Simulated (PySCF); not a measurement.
**Cr(3+) (chromium, charge +3) across methods**

[Ar] 3d3, high-spin 4F determinant. Calculation: PySCF 2.14, in aug-cc-pVDZ-DK (7s6p4d2f, 59 functions); scalar relativity by spin-free X2C-1e.

```json
{"method": "PBE", "E (hartree)": "-1048.488", "mean ε 3p α (eV)": "-85.409", "mean ε 3p β (eV)": "-82.113", "mean ε 3d α (eV)": "-41.199", "Σ⟨r²⟩ (bohr²)": "13.28", "⟨S²⟩": "3.750"}
{"method": "r2SCAN", "E (hartree)": "-1048.718", "mean ε 3p α (eV)": "-86.827", "mean ε 3p β (eV)": "-82.848", "mean ε 3d α (eV)": "-41.750", "Σ⟨r²⟩ (bohr²)": "13.20", "⟨S²⟩": "3.751"}
{"method": "PBE0", "E (hartree)": "-1048.538", "mean ε 3p α (eV)": "-89.463", "mean ε 3p β (eV)": "-85.038", "mean ε 3d α (eV)": "-43.795", "Σ⟨r²⟩ (bohr²)": "13.24", "⟨S²⟩": "3.751"}
{"method": "PW91", "E (hartree)": "-1048.780", "mean ε 3p α (eV)": "-85.504", "mean ε 3p β (eV)": "-82.223", "mean ε 3d α (eV)": "-41.325", "Σ⟨r²⟩ (bohr²)": "13.28", "⟨S²⟩": "3.750"}
{"method": "UHF", "E (hartree)": "-1047.77963", "mean ε 3p α (eV)": "-100.49", "mean ε 3p β (eV)": "-92.233", "mean ε 3d α (eV)": "-50.723", "Σ⟨r²⟩ (bohr²)": "13.18", "⟨S²⟩": "3.752"}
{"method": "LDA", "E (hartree)": "-1046.367", "mean ε 3p α (eV)": "-85.359", "mean ε 3p β (eV)": "-82.152", "mean ε 3d α (eV)": "-41.184", "Σ⟨r²⟩ (bohr²)": "13.29", "⟨S²⟩": "3.750"}
{"method": "BHandHLYP", "E (hartree)": "-1048.756", "mean ε 3p α (eV)": "-93.306", "mean ε 3p β (eV)": "-87.784", "mean ε 3d α (eV)": "-46.355", "Σ⟨r²⟩ (bohr²)": "13.22", "⟨S²⟩": "3.751"}
{"method": "wB97M-V", "E (hartree)": "-1048.671", "mean ε 3p α (eV)": "-91.692", "mean ε 3p β (eV)": "-87.607", "mean ε 3d α (eV)": "-46.135", "Σ⟨r²⟩ (bohr²)": "13.26", "⟨S²⟩": "3.751"}
```

(1) Estimate the same row for BP86.

## Answers

(1) E (hartree) = -1048.867; mean ε 3p α (eV) = -85.395; mean ε 3p β (eV) = -82.214; mean ε 3d α (eV) = -41.214; Σ⟨r²⟩ (bohr²) = 13.25; ⟨S²⟩ = 3.750.
